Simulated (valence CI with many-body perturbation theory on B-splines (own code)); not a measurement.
Sensitivity of CI+MBPT for Sr⁶⁺

Method: relativistic CI+MBPT: four valence electrons over a frozen Dirac-Fock core [Ar] 3d10, a basis of 6 s, 6 p, 5 d, 3 f, 1 g functions for each j, with the one-electron correlation potential Σ1, the two-electron term Σ2, the three-electron term Σ3, Breit, model QED; selected CI, second order for the rest, scaled by the run's own slope (own B-spline code, finite nucleus).

Against 13 measured levels this calculation errs by 130 cm⁻¹ on average and by 403 at most. These come from a selection out of Sansonetti, J. Phys. Chem. Ref. Data 41, 013102 (2012). Levels without a partner in it may be off by more.

The reference run has the lowest level 4s²4p² ³P_0 and an ionisation energy of 105.006 eV. Its largest variational space holds 10004 state functions.

Names give the largest LS component (configuration and term), which can be under half, so a name can repeat, a term be missing and a line seem to break the LS rules; names also repeat where a configuration has a term twice.

Changed runs:
A. correlating orbitals by l 3 3 3 2 1 → 1 6 1 3 2; scale of Σ1 1 → 0
B. screening of Σ1 on → off
C. shift of the energy in Σ1 (hartree) 0 → -1.667
D. cutoff of virtual states (hartree) 2888 → 16.67 (bad on purpose)

Excitation energies of the reference run in cm⁻¹, and shifts in cm⁻¹:

| Level | Reference | A | B | C | D |
| --- | --- | --- | --- | --- | --- |
| 4s²4p² ³P_1 | 6820 | -227 | +25 | -17 | -40 |
| 4s²4p² ³P_2 | 12546 | -328 | +36 | -26 | -53 |
| 4s²4p² ¹D_2 | 28488 | -520 | +55 | -44 | -68 |
| 4s²4p² ¹S_0 | 51963 | -576 | +61 | -57 | -47 |
| 4s4p³ ⁵S°_2 | 128819 | -1631 | +228 | -116 | -152 |
| 4s4p³ ³D°_1 | 167631 | -1750 | +240 | -140 | -110 |
| 4s4p³ ³D°_2 | 167805 | -1757 | +240 | -141 | -111 |
| 4s4p³ ³D°_3 | 170242 | -1855 | +251 | -148 | -128 |
| 4s4p³ ³P°_0 | 190391 | -1891 | +255 | -158 | -105 |
| 4s4p³ ³P°_1 | 191173 | -1928 | +259 | -161 | -111 |
| 4s4p³ ³P°_2 | 192134 | -1977 | +263 | -164 | -119 |
| 4s4p³ ¹D°_2 | 212922 | -2193 | +281 | -189 | -129 |
| Ionisation energy (eV) | 105.006 | -0.852 | +0.046 | -0.107 | -0.133 |
